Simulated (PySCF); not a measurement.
C4H12O2Si, triplet, at the geometry of the source list (a higher spin typed on purpose: for a closed-shell molecule this is an excited state); DF-M062X/def2-SV(P) (PySCF).

Input for PySCF:
```python
from pyscf import gto, scf, dft

mol = gto.Mole()
mol.atom = '''
    C    -1.945900   -1.390600    0.636700
    O    -0.618900   -0.959200    0.693000
    Si    0.080700    0.344000   -0.016500
    C    -0.678500    1.989300    0.540800
    C     0.018300    0.160000   -1.915700
    O     1.594900    0.391600    0.569000
    C     2.542600   -0.636500    0.627600
    H    -2.023200   -2.308000    1.221200
    H    -2.250800   -1.594300   -0.392400
    H    -2.616700   -0.638100    1.058700
    H    -1.712600    2.065400    0.218300
    H    -0.144400    2.839100    0.131100
    H    -0.661300    2.081300    1.622200
    H     0.475800   -0.773200   -2.237400
    H     0.546300    0.968500   -2.411900
    H    -1.002200    0.164500   -2.289700
    H     3.470000   -0.211400    1.015200
    H     2.199900   -1.432500    1.292800
    H     2.726100   -1.059900   -0.363000
'''
mol.basis = 'def2-sv(p)'
mol.charge = 0
mol.spin = 2
mol.verbose = 4
mol.symmetry = True
mol.build()

mf = dft.UKS(mol)
mf.xc = 'm062x'
mf = mf.density_fit(auxbasis='def2-universal-jkfit')
mf.kernel()
mf.analyze()
```

It wrote (shortened):

```
PySCF version 2.14.0

[INPUT] verbose = 4
[INPUT] num. atoms = 19
[INPUT] num. electrons = 66
[INPUT] charge = 0
[INPUT] spin (= nelec alpha-beta = 2S) = 2
[INPUT] symmetry True subgroup None
[INPUT] Mole.unit = angstrom
[INPUT] Symbol           X                Y                Z      unit          X                Y                Z       unit  Magmom
[...]
nuclear repulsion = 419.974229888385
point group symmetry = C1
symmetry origin: [0. 0. 0.]
symmetry axis x: [1. 0. 0.]
symmetry axis y: [0. 1. 0.]
symmetry axis z: [0. 0. 1.]
num. orbitals of irrep A = 126
number of shells = 68
number of NR pGTOs = 228
number of NR cGTOs = 126
basis = def2-sv(p)
ecp = {}

******** <class 'pyscf.df.df_jk.DFUKS'> ********
method = DFUKS
initial guess = minao
damping factor = 0
level_shift factor = 0
DIIS = <class 'pyscf.scf.diis.CDIIS'>
diis_start_cycle = 1
diis_space = 8
diis_damp = 0
SCF conv_tol = 1e-09
SCF conv_tol_grad = None
SCF max_cycles = 50
direct_scf = False
number electrons alpha = 34  beta = 32
XC library pyscf.dft.libxc version 7.1.2
    S. Lehtola, C. Steigemann, M. J. T. Oliveira, and M. A. L. Marques,  SoftwareX 7, 1–5 (2018)
XC functionals = m062x
    Y. Zhao and D. G. Truhlar,  Theor. Chem. Acc. 120, 215 (2008)
    Y. Zhao and D. G. Truhlar,  Theor. Chem. Acc. 120, 215 (2008)
radial grids:
    Treutler-Ahlrichs [JCP 102, 346 (1995); DOI:10.1063/1.469408] (M4) radial grids

becke partition: Becke, JCP 88, 2547 (1988); DOI:10.1063/1.454033
pruning grids: <function nwchem_prune>
grids dens level: 3
symmetrized grids: True
atomic radii adjust function: <function treutler_atomic_radii_adjust>
small_rho_cutoff = 0
Set gradient conv threshold to 3.16228e-05
tot grids = 221512
******** <class 'pyscf.df.df.DF'> ********
auxbasis = def2-universal-jkfit
init E= -599.892923375456

cycle= 1 E= -598.732368556344  delta_E= 1.16  |g|= 0.519  |ddm|= 6.88

cycle= 2 E= -598.634698752746  delta_E= 0.0977  |g|= 0.755  |ddm|= 4.11

cycle= 3 E= -598.855832168246  delta_E= -0.221  |g|= 0.0838  |ddm|= 1.28

cycle= 4 E= -598.859081204752  delta_E= -0.00325  |g|= 0.071  |ddm|= 0.726

cycle= 5 E= -598.861818447178  delta_E= -0.00274  |g|= 0.0194  |ddm|= 0.436

cycle= 6 E= -598.862551167609  delta_E= -0.000733  |g|= 0.0134  |ddm|= 0.353

cycle= 7 E= -598.863149580332  delta_E= -0.000598  |g|= 0.00878  |ddm|= 0.416

cycle= 8 E= -598.863506166742  delta_E= -0.000357  |g|= 0.006  |ddm|= 0.366

cycle= 9 E= -598.863700901293  delta_E= -0.000195  |g|= 0.0045  |ddm|= 0.307

[...]
converged SCF energy = -598.864190747174  <S^2> = 2.0097898  2S+1 = 3.0065195
Total Energy =                        -598.864190747174462
[...]
spin_pop of  14 H 1s        0.03978
spin_pop of  14 H 2s        0.01873
spin_pop of  15 H 1s        0.00007
spin_pop of  15 H 2s        0.04377
spin_pop of  16 H 1s        0.00259
spin_pop of  16 H 2s        0.00132
spin_pop of  17 H 1s        0.00196
spin_pop of  17 H 2s        0.00462
spin_pop of  18 H 1s        0.00355
spin_pop of  18 H 2s        0.00720
 ** Mulliken Spin Density (per atom)  **
spin density of  0 C =      0.13267
spin density of  1 O =      0.52590
spin density of  2 Si =      0.23949
spin density of  3 C =      0.25564
spin density of  4 C =      0.34354
spin density of  5 O =      0.03105
spin density of  6 C =      0.01362
spin density of  7 H =      0.02062
spin density of  8 H =      0.11238
spin density of  9 H =      0.08941
spin density of  10 H =      0.02400
spin density of  11 H =      0.04329
spin density of  12 H =      0.01354
spin density of  13 H =      0.03125
spin density of  14 H =      0.05851
spin density of  15 H =      0.04384
spin density of  16 H =      0.00391
spin density of  17 H =      0.00659
spin density of  18 H =      0.01075
 ** Mulliken pop alpha/beta on meta-lowdin orthogonal AOs **
 ** Mulliken pop       alpha | beta **
In total            34.00000 | 32.00000
 ** Mulliken atomic charges   ( Nelec_alpha | Nelec_beta ) **
charge of  0C =     -0.11269  (     3.12268      2.99001 )
charge of  1O =     -0.38407  (     4.45499      3.92909 )
charge of  2Si =      1.06417  (     6.58766      6.34817 )
charge of  3C =     -0.46966  (     3.36265      3.10701 )
charge of  4C =     -0.46860  (     3.40607      3.06253 )
charge of  5O =     -0.60075  (     4.31590      4.28485 )
charge of  6C =     -0.04857  (     3.03109      3.01748 )
charge of  7H =      0.08536  (     0.46763      0.44701 )
charge of  8H =      0.06054  (     0.52592      0.41354 )
charge of  9H =      0.07385  (     0.50778      0.41837 )
charge of  10H =      0.09588  (     0.46406      0.44006 )
charge of  11H =      0.08640  (     0.47845      0.43515 )
charge of  12H =      0.11060  (     0.45147      0.43793 )
charge of  13H =      0.08912  (     0.47106      0.43982 )
charge of  14H =      0.07295  (     0.49278      0.43427 )
charge of  15H =      0.08346  (     0.48019      0.43635 )
charge of  16H =      0.10079  (     0.45156      0.44765 )
charge of  17H =      0.08457  (     0.46101      0.45442 )
charge of  18H =      0.07665  (     0.46705      0.45630 )
Dipole moment(X, Y, Z, Debye):  0.70483, -0.56014,  0.32714
```
